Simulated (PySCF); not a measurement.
# CH12O4Si4

The system: CH12O4Si4, a molecule; neutral, singlet. The structure, one conformer, was relaxed in the gas phase by PBE0-D3(BJ)/def2-SVP. No frequency run checks that it is a minimum.

SMILES: CO[Si](O[SiH3])(O[SiH3])O[SiH3]

```xyz
21

Si   -2.414    0.997    1.466
O    -1.227    0.897    0.305
Si    0.123    0.030   -0.026
O     0.114   -0.338   -1.621
Si   -0.880   -0.759   -2.884
O     0.129   -1.310    0.913
Si    1.238   -2.166    1.817
O     1.497    0.850    0.326
C     2.016    1.935   -0.395
H    -3.439   -0.065    1.245
H    -3.055    2.337    1.348
H    -1.829    0.842    2.831
H    -0.255   -0.273   -4.146
H    -2.227   -0.136   -2.717
H    -1.026   -2.243   -2.941
H     1.618   -1.394    3.035
H     0.589   -3.445    2.220
H     2.459   -2.458    1.011
H     2.040    1.730   -1.479
H     1.423    2.851   -0.227
H     3.045    2.124   -0.056
```
(Å; atoms numbered from 1)

Shieldings: GIAO PBE0/pcSseg-1. Shifts are against computed references at the same level: C TMS (σ 184.4 ppm), H TMS (σ 31.27 ppm), Si TMS (σ 352.0 ppm). Core levels by delta-SCF with SCAN, pcX-2 on the ionised atom and pcseg-1 elsewhere, spin-free X2C (2p3/2 is the spin-free 2p value less a third of a first-order spin-orbit splitting); from the vacuum level, for chosen atoms.

Task: Give the shieldings and core levels atom by atom.

Result: 
```
      atoms   bonded to  σ (ppm)  δ (ppm)  core level (eV)
        Si1   1 O + 3 H    388.2    -36.2                -
         O2        2 Si    297.2        -        1s 537.95
        Si3         4 O    444.5    -92.5     2p3/2 108.45
         O4        2 Si    295.7        -        1s 537.98
        Si5   1 O + 3 H    388.5    -36.5                -
         O6        2 Si    296.4        -        1s 537.96
        Si7   1 O + 3 H    386.9    -34.9                -
         O8  1 C + 1 Si    304.6        -        1s 538.20
         C9   1 O + 3 H    132.2     52.2                -
H10 H11 H12        1 Si    26.29     4.97                -
H13 H14 H15        1 Si    26.23     5.03                -
H16 H17 H18        1 Si    26.33     4.93                -
H19 H20 H21         1 C    27.60     3.66                -
```

Values are those of this one static structure, with the three H of a rotating XH3 group averaged; atoms that internal rotation interchanges would show their mean in an NMR spectrum.

Task: By CAM-B3LYP/def2-SVPD (TDDFT singlets, Tamm-Dancoff triplets, ionisation by delta-SCF), where does absorption start, and what does vertical ionisation take?

Result: The first singlet with intensity lies at 7.90 eV (f 0.002); what lies below it is dark. The lowest singlet lies at 7.53 eV (f 0.000), the strongest of the first 6 at 7.94 eV (f 0.005), the lowest triplet at 7.22 eV; vertical ionisation takes 10.60 eV.
